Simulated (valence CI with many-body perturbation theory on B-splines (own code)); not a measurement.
# Hyperfine factors and g values of Sc XVI

Computed by valence CI with perturbative core correlation (CI+MBPT): four valence electrons over a frozen Dirac-Fock core [He], a basis of 11 s, 11 p, 9 d, 7 f, 5 g, 2 h, 1 i functions for each j, with the one-electron correlation potential Σ1, the two-electron term Σ2, the three-electron term Σ3, Breit, model QED; selected CI, second order for the rest (own B-spline code, finite nucleus).

No measured spectrum was set against this ion. As an estimate, levels of excited configurations hold to 0.05 to 0.15 % of their energy, terms of the ground configuration to about 0.5 %.

A/g_I is the dipole constant over the nuclear g factor μ/I (μ in nuclear magnetons, uniformly magnetised nucleus), B/Q the quadrupole constant per barn. Both hold the static response of the core; the bare values leave it out. Large factors of s and p1/2 electrons are usually good to 5 to 10 %; those of open d and f shells near neutrality can be off by tens of per cent, and small factors of p3/2, d and f electrons come from cancelling terms and can be off by a factor of two or in sign, in half-filled shells by more. B is blank for J = 1/2, where it vanishes, and for nearly pure S terms. Energies count from the lowest level. Levels with J = 0 are left out.

Names give the largest LS component (configuration and term), which can be under half, so a name can repeat, a term be missing and a line seem to break the LS rules; names also repeat where a configuration has a term twice.

| Level | E (Ry) | g | A/g_I (MHz) | A/g_I bare | B/Q (MHz/b) | B/Q bare |
| --- | --- | --- | --- | --- | --- | --- |
| 2s2 2p2 3P_1 | 0.209 | 1.499 | -813 | 739 | 12600 | 12700 |
| 2s2 2p2 3P_2 | 0.410 | 1.460 | 19900 | 21100 | -19900 | -20100 |
| 2s2 2p2 1D_2 | 1.125 | 1.036 | 22500 | 22700 | 44800 | 45100 |
| 2s 2p3 5S°_2 | 2.765 | 1.995 | 57400 | 58300 |  |  |
| 2s 2p3 3D°_2 | 4.891 | 1.189 | 38600 | 38200 | 22300 | 22400 |
| 2s 2p3 3D°_1 | 4.901 | 0.545 | -35700 | -34500 | 11900 | 12000 |
| 2s 2p3 3D°_3 | 4.940 | 1.332 | 60200 | 59500 | -131 | -139 |
| 2s 2p3 3P°_1 | 5.745 | 1.460 | 80800 | 79700 | -12100 | -12200 |
| 2s 2p3 3P°_2 | 5.783 | 1.470 | 63000 | 62300 | -22100 | -22200 |
| 2s 2p3 3S°_1 | 7.133 | 1.926 | -50400 | -44400 |  |  |
| 2s 2p3 1D°_2 | 7.164 | 1.007 | 28300 | 28200 | -802 | -786 |
| 2s 2p3 1P°_1 | 7.996 | 1.063 | 15800 | 16500 | 462 | 454 |
| 2p4 3P_2 | 10.827 | 1.477 | 11200 | 13600 | 21500 | 21600 |
| 2p4 3P_1 | 11.132 | 1.499 | -3400 | -767 | -12100 | -12200 |
| 2p4 1D_2 | 11.717 | 1.019 | 27900 | 27900 | -46100 | -46400 |
| 2s2 2p 3s 3P°_1 | 41.954 | 1.419 | 65200 | 64100 | -6900 | -6940 |
| 2s2 2p 3s 3P°_2 | 42.313 | 1.499 | 26800 | 27100 | 26000 | 26200 |
| 2s2 2p 3s 1P°_1 | 42.485 | 1.077 | 6300 | 7590 | 19900 | 20000 |
| 2s2 2p 3p 3D_1 | 43.128 | 0.731 | 45400 | 44600 | -2920 | -2940 |
| 2s2 2p 3p 1P_1 | 43.372 | 1.081 | -1230 | -1360 | 1750 | 1760 |
| 2s2 2p 3p 3D_2 | 43.383 | 1.175 | 20300 | 20400 | 8900 | 8950 |
| 2s2 2p 3p 3D_3 | 43.683 | 1.332 | 9770 | 10400 | 33100 | 33300 |
| 2s2 2p 3p 3P_1 | 43.688 | 1.454 | 3140 | 4450 | -1710 | -1720 |
| 2s2 2p 3p 3S_1 | 43.821 | 1.730 | 14300 | 15600 | 6480 | 6520 |
| 2s2 2p 3p 3P_2 | 43.871 | 1.447 | 16300 | 17000 | -4470 | -4490 |
| 2s2 2p 3p 1D_2 | 44.247 | 1.041 | 14600 | 14700 | 27700 | 27900 |
| 2s 2p2 3s 5P_1 | 44.588 | 2.489 | 106000 | 105000 | -2550 | -2570 |
| 2s2 2p 3d 3F°_2 | 44.675 | 0.751 | 20300 | 19900 | 4380 | 4430 |
| 2s 2p2 3s 5P_2 | 44.746 | 1.830 | 61400 | 61100 | 26100 | 26300 |
| 2s2 2p 3d 3F°_3 | 44.840 | 1.101 | 11900 | 11900 | 7110 | 7180 |
| 2s2 2p 3d 1D°_2 | 44.902 | 1.082 | -5960 | -6120 | -10200 | -10200 |
| 2s 2p2 3s 5P_3 | 44.933 | 1.662 | 62000 | 61700 | -25900 | -26100 |

**Question.** Take the isotope of mass number 45, with I = 7/2, μ = 4.754 μN and Q = -0.22 b. What is the hyperfine structure of 2s 2p3 3D°_3?

**Answer.** From the table A = 81800 MHz, B = 28.9 MHz. Shifts from the centre of gravity in MHz: F = 1/2: -1100000, F = 3/2: -982000, F = 5/2: -777000, F = 7/2: -491000, F = 9/2: -123000, F = 11/2: 327000, F = 13/2: 859000.
